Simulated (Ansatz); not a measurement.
`B[SiH2][SiH2][SiH3]` + `C=C=C(N)F` → `C=C=C(F)N[SiH3]` + `B[SiH2][SiH3]`  (cleavage of the Si–Si bond)

Program: Ansatz. Geometries: PBE0-D4/def2-TZVP. ΔE: electronic, gas phase. CCSD(T)/CBS adds triple-zeta CCSD(T) − MP2 to the extrapolated MP2 energy (def2 sets, frozen cores). Functionals use def2-TZVPP. Each species was taken in one conformer, which may not be the lowest.

```tsv
level	ΔE (kJ/mol)
PBE-D4	-21.9
B2PLYP	-44.9
PBE	-21.8
MP2/def2-TZVPP	-49.4
SCS-MP2/def2-TZVPP	-52.1
HF/def2-QZVPP	-57.1
MP2/CBS(def2)	-49.1
CCSD/CBS(def2)	-43.5
```

**Question.** What does CCSD(T)/CBS give? (Best estimate.)

**Answer.** Computed: -41.7 kJ/mol. The listed levels differ from it by 19.8, -3.2, 19.9, -7.7, -10.4, -15.4, -7.4, -1.8 kJ/mol.

Largest T1 diagnostic among the species: 0.014.

In def2-TZVPP, CCSD(T) changes the Hartree–Fock value by +13.7 kJ/mol (the triples alone add +1.8 kJ/mol) and MP2 by +6.3 kJ/mol. From PBE to PBE0 (25 % exact exchange), in def2-TZVPP and without D4, ΔE moves by −4.9 kJ/mol.
